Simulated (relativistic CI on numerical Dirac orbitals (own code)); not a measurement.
**Fe3+ in a cubic cluster: L2,3 absorption with charge transfer**

Computed with a charge-transfer multiplet model of a cubic metal-ligand cluster with up to 3 ligand holes, Slater and spin-orbit integrals from Dirac-Coulomb-Breit ions, Slater integrals scaled by 0.8. The ground state mixes d5 with configurations of k ligand holes L, whose averages lie at kΔ + k(k − 1)U_dd/2; a core hole lowers each added d electron by U_cd. 300 K, Lorentzian 0.4 eV and Gaussian 0.3 eV FWHM.

Atomic integrals in eV (Slater integrals scaled, ζ unscaled), ground: F2dd 9.587, F4dd 5.993, zeta_d 0.056; with the core hole: F2dd 10.208, F4dd 6.385, zeta_d 0.075, zeta_core 8.130, F2cd 5.984, G1cd 4.514, G3cd 2.566.

Cluster parameters (eV): Δ = 0.4, U_cd = 8.5, 10Dq = 0.5, 10Dq(ligand) = 0.2, V(eg) = 2.3, V(t2g) = -1.17, final-state hopping factor = 0.9.

```tsv
Case	n_d	d5	d6L	d7L2	d8L3	S
U_dd = 4.7 eV	5.52	0.54	0.40	0.06	0.00	2.50
U_dd = 6.1 eV	5.49	0.56	0.39	0.05	0.00	2.50
U_dd = 6.8 eV	5.47	0.57	0.39	0.04	0.00	2.50
```

Weights, n_d and S are thermal averages at 300 K. Photon energies count from the first peak over 30 % of the highest in each spectrum, which can be another peak from case to case. The parameters are a model scan and need not match a compound or its usual spin state. Peaks in eV (height, largest 100):
- U_dd = 4.7 eV: 0.0 (30), 1.3 (100), 3.7 (21), 5.1 (13), 6.7 (28), 10.6 (6), 13.0 (17), 14.3 (26), 16.6 (6), 19.3 (5), 20.3 (6)
- U_dd = 6.1 eV: -1.4 (26), 0.0 (100), 2.6 (14), 4.0 (10), 5.5 (11), 11.7 (15), 13.1 (22)
- U_dd = 6.8 eV: -1.4 (25), 0.0 (100), 3.0 (11), 3.7 (10), 5.5 (7), 11.7 (15), 13.2 (21)

Curve for U_dd = 4.7 eV (points under 2 left out, the grid thinned):

```csv
E (eV),Intensity
-1.5,2.1
-1.0,4.5
-0.5,15.2
0.1,27.7
0.6,22.7
1.1,79.9
1.7,70.3
2.2,37.3
2.7,22.6
3.2,16.9
3.7,20.7
4.3,15.0
4.8,12.5
5.3,12.5
5.9,11.6
6.4,22.0
6.9,23.8
7.4,14.4
7.9,11.2
8.5,7.3
9.0,6.4
9.5,6.0
10.1,5.4
10.6,6.1
11.1,4.3
11.6,3.8
12.1,4.6
12.7,12.2
13.2,15.7
13.7,11.1
14.3,26.1
14.8,17.6
15.3,13.4
15.8,7.4
16.3,5.5
16.9,5.3
17.4,4.2
17.9,3.4
18.5,4.5
19.0,4.9
19.5,5.2
20.0,6.0
20.5,5.8
21.1,2.4
22.3,2.1
```

For the case U_dd = 6.8 eV, Δ = 0.4 eV is smaller than U_dd = 6.8 eV, the charge-transfer side of the Zaanen-Sawatzky-Allen scheme. With the core hole the configuration with one ligand hole lies at Δ + U_dd − U_cd = -3.4, -2.0, -1.3 eV from the one without, in the order of the table; where this is negative the screened configuration lies lower, though the effective hopping of about 3.2 eV (from the holes of the mixed ground state) mixes the two strongly wherever it is as large as the gap.
